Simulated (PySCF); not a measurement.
C5H8O3S.
Structure used (PBE0-D3(BJ)/def2-SVP), in Å, numbered top down from 1:
```xyz
17
C5H8O3S angstrom
C      2.2523    0.8905    0.0588
C      1.6863   -0.1524    0.6570
S      0.7671   -1.3217   -0.2873
O      1.1815   -2.6449    0.1101
O      0.7373   -0.8963   -1.6750
O     -0.7309   -1.1623    0.3365
C     -1.5517   -0.1563   -0.2053
C     -1.5442    1.1985    0.4283
C     -2.6933    0.2527    0.6526
H      2.8624    1.6009    0.6223
H      2.1200    1.0462   -1.0157
H      1.7706   -0.4066    1.7166
H     -1.6831   -0.2430   -1.2869
H     -0.8570    1.3546    1.2628
H     -1.6834    2.0672   -0.2199
H     -3.6536    0.4476    0.1695
H     -2.7587   -0.2303    1.6304
```

Linear response at B3LYP/def2-SVPD (PySCF, frozen core in the response, non-relativistic). The structure is a single PBE0-D3(BJ)/def2-SVP conformer in the gas phase; no vibrational or solvent corrections.

Static isotropic polarisability: 88.18 au (13.07 Å³), principal values 76.0, 90.0, 98.6 au.

Question: What is the polarisability at 1064 nm and at the sodium D line?

Answer: 88.89 au at 1064 nm (+0.8 %), 90.57 au at 589.3 nm (+2.7 %). The rise at 589.3 nm is 3.38 times that at 1064 nm; a pure ω² law gives 3.26. The lowest singlet lies at 219 nm, shorter than both wavelengths.

Question: What is the isotropic C6 coefficient between two such molecules, C6 = (3/π)∫α(iω)² dω?

Answer: 3376 au (Eh·bohr⁶) by a ten-point quadrature over imaginary frequencies, which is 2020 eV·Å⁶ or 195 J·nm⁶/mol.

Question: Which effective excitation energy ω̄ makes London's formula C6 = (3/4)α²ω̄ exact here?

Answer: ω̄ = 4·C6/(3α²) = 0.579 Eh = 15.8 eV. A one-pole form α(ω) = α/(1 − ω²/ω̄²) fitted to the 1064 nm value gives 13.1 eV.

Question: How many electrons N does the Slater–Kirkwood formula C6 = (3/4)·√N·α^(3/2) need to give this C6?

Answer: N = (4·C6/3)²/α³ = 29.6; the species has 78 electrons in all.

Question: How anisotropic is the static polarisability, by Δα² = ½[(α1 − α2)² + (α2 − α3)² + (α3 − α1)²]?

Answer: Δα = 19.8 au, or 0.22 of the isotropic value.

Question: What three-body coefficient follows from the one-pole estimate C9 = (3/4)·α·C6?

Answer: 223000 au. This is an estimate from the two numbers above, not a computed integral.
